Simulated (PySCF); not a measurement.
A calculated (TPSS, PySCF 2.14, cc-pVTZ-DK, scalar relativity by spin-free X2C-1e) atom or ion has these occupied shells.

```json
{"shell": "1s α", "electrons": "1", "orbital energy (eV)": "-387.09", "rms radius, mean of both spins (bohr)": "0.266"}
{"shell": "1s β", "electrons": "1", "orbital energy (eV)": "-385.41", "rms radius, mean of both spins (bohr)": "0.266"}
{"shell": "2s α", "electrons": "1", "orbital energy (eV)": "-20.426", "rms radius, mean of both spins (bohr)": "1.47"}
{"shell": "2s β", "electrons": "1", "orbital energy (eV)": "-15.266", "rms radius, mean of both spins (bohr)": "1.47"}
{"shell": "2p α", "electrons": "3", "orbital energy (eV)": "-8.326", "rms radius, mean of both spins (bohr)": "1.60"}
```

Question: Name the element and its charge.

Answer: N (nitrogen, neutral), in [He] 2s2 2p3, high-spin 4S determinant.
